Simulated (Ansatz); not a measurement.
**Interaction energy ladder**

The pair of C2H4 (SMILES C=C, atoms 1–6) and H2Te (SMILES [TeH2], atoms 7–9), both closed shells, in one local arrangement (a lower one may exist), relaxed at PBE0-D4/def2-TZVP:

```
atom    x (Å)    y (Å)    z (Å)
  C1  -0.5253   0.0904  -1.2429
  C2   0.7902   0.1087  -1.1014
  H3  -1.1897  -0.0218  -0.3923
  H4  -0.9925   0.1867  -2.2172
  H5   1.4539   0.2202  -1.9522
  H6   1.2617   0.0126  -0.1288
 Te7  -0.6627  -0.2542   3.0128
  H8  -0.0270  -1.3420   1.9381
  H9  -0.1084   0.9995   2.0837
```

Computed with Ansatz 0.2.0 (basis: def2-TZVPPD, with def2-QZVPPD for the basis limit); correlated methods freeze the cores. Filled d shells of the heavier atoms are correlated. Core potentials replace the inner electrons of the atoms past krypton. The def2 sets are not built for correlating such inner shells, so the correlated values are less sure here. B3LYP uses VWN-RPA correlation. Extrapolation: Hartree–Fock as exp(−7.88 √X), correlation as X^−2.97. Interaction energies count from these two fragments, frozen as in the pair, with the counterpoise correction; negative means bound.

(1) What is the interaction energy by CCSD(T) at an estimated basis limit (MP2 extrapolated from triple and quadruple zeta, plus CCSD(T) − MP2 in triple zeta)? (To be estimated.)

T1 diagnostic: at most 0.011.

## Answers

(1) Computed: -1.22 kcal/mol. Hartree–Fock alone gives 0.88 kcal/mol at the basis limit, so without correlation the pair would not bind at this distance. It counts from the two fragments frozen as in the pair.

The same quantity by other methods in triple zeta, and each one's difference from that estimate:
```tsv
method	E_int (kcal/mol)	difference
PBE-D4	-1.51	-0.29
revPBE-D4	-1.35	-0.13
BLYP-D4	-1.17	0.05
r2SCAN-D4	-1.08	0.13
B97M-V	-1.08	0.14
PBE0-D4	-1.39	-0.17
B3LYP-D4	-1.26	-0.04
HSE06-D4	-1.38	-0.17
wB97X-V	-1.13	0.08
wB97M-V	-1.09	0.13
B2PLYP	-0.15	1.07
HF	0.88	2.10
MP2	-1.19	0.03
CCSD	-0.69	0.53
CCSD(T)	-0.98	0.24
```
Differences are method less estimate.

Basis-set superposition shift (counterpoise-corrected less uncorrected): CCSD(T) 0.73; MP2 0.72; HF 0.03; PBE0-D4 0.03; wB97M-V 0.05 kcal/mol.

For scale, one of the runs: CCSD(T)/def2-TZVPPD, 235 basis functions, launched by `ansatz run in.yaml --threads 4 --pin off --events-out ev --progress --plain --max-ram 9574MiB`. The run took 2.2 min on 4 CPU threads of an Arm Neoverse V1 (shared host), with 4.7 GiB of host memory at its peak.
